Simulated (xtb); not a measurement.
xtb input (GFN2-xTB):

```bash
xtb mol.xyz --gfn 2 --ohess tight --chrg -1 --uhf 0
```
mol.xyz:
```
12

C     -1.08272311    -0.51453912    -0.31104364
C      0.08794106     0.38308372    -0.30859852
C      1.35042583    -0.33239556     0.17993985
C     -0.07934551     1.59953647     0.66543447
O     -1.12181845     1.87197248     1.25345709
H     -1.34313567    -0.91523186     0.67087683
H     -1.99373806     0.02815352    -0.60197776
H     -0.99344387    -1.32853506    -1.01424361
H      0.23829490     0.81905980    -1.31113084
H      1.51869949    -1.21869322    -0.50046004
H      2.26074539     0.32414227     0.12813981
H      1.26742885    -0.71503990     1.15204255
```

End of the output:

```
   ------------------------------------------------------------------------

         :::::::::::::::::::::::::::::::::::::::::::::::::::::
         ::                  THERMODYNAMIC                  ::
         :::::::::::::::::::::::::::::::::::::::::::::::::::::
         :: total free energy         -16.221654895447 Eh   ::
         ::.................................................::
         :: total energy              -16.287362061837 Eh   ::
         :: zero point energy           0.095546264045 Eh   ::
         :: G(RRHO) w/o ZPVE           -0.029839097655 Eh   ::
         :: G(RRHO) contrib.            0.065707166390 Eh   ::
         :::::::::::::::::::::::::::::::::::::::::::::::::::::

optimized geometry written to: xtbopt.xyz

           -------------------------------------------------
          | TOTAL ENERGY              -16.287362061837 Eh   |
          | TOTAL ENTHALPY            -16.184182932758 Eh   |
          | TOTAL FREE ENERGY         -16.221654895447 Eh   |
          | GRADIENT NORM               0.000725845884 Eh/α |
          | HOMO-LUMO GAP               2.520462494187 eV   |
           -------------------------------------------------

------------------------------------------------------------------------
------------------------------------------------------------------------
 total:
 SCF:
 ANC optimizer:
Note: The following floating-point exceptions are signalling: IEEE_UNDERFLOW_FLAG IEEE_DENORMAL
normal termination of xtb
 analytical hessian:
```

It need not be the lowest isomer of its formula. Whether it binds its extra electron was not tested at this geometry.
